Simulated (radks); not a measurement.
Coulomb parameter of the 4f shell of the promethium ion Pm+ in the model configuration [Xe] 4f4 6s1 6p1, as a second difference U = [E(n + 0.5) + E(n - 0.5) - 2 E(n)] / (0.5)^2 with all orbitals relaxed. "Bare": the charge of the atom changes with n. "Screened": the 6p shell takes up the change at fixed total charge, which measures U(4f,4f) + U(6p,6p) - 2 U(4f,6p). Method: scalar-relativistic Kohn-Sham, SCAN, spin-unpolarised, spherical densities, finite nucleus; meta-GGA in the generalised Kohn-Sham scheme; Fermi nuclear charge, rms radius 4.962 fm; computed with a radial shooting solver on a logarithmic mesh with Libxc functionals.

\begin{tabular}{lrr}
case & configuration & E - E(n) (eV) \\ \hline
start & [Xe] 4f4 6s1 6p1 & 0.000 \\
bare +0.5 & [Xe] 4f4.5 6s1 6p1 & -6.563 \\
bare -0.5 & [Xe] 4f3.5 6s1 6p1 & 10.452 \\
screened +0.5 & [Xe] 4f4.5 6s1 6p0.5 & -4.037 \\
screened -0.5 & [Xe] 4f3.5 6s1 6p1.5 & 6.127 \\
\end{tabular}

U(bare) = 15.558 eV, U(screened by 6p) = 8.359 eV, against the Slater integral F0(4f,4f) = 26.768 eV with frozen orbitals.
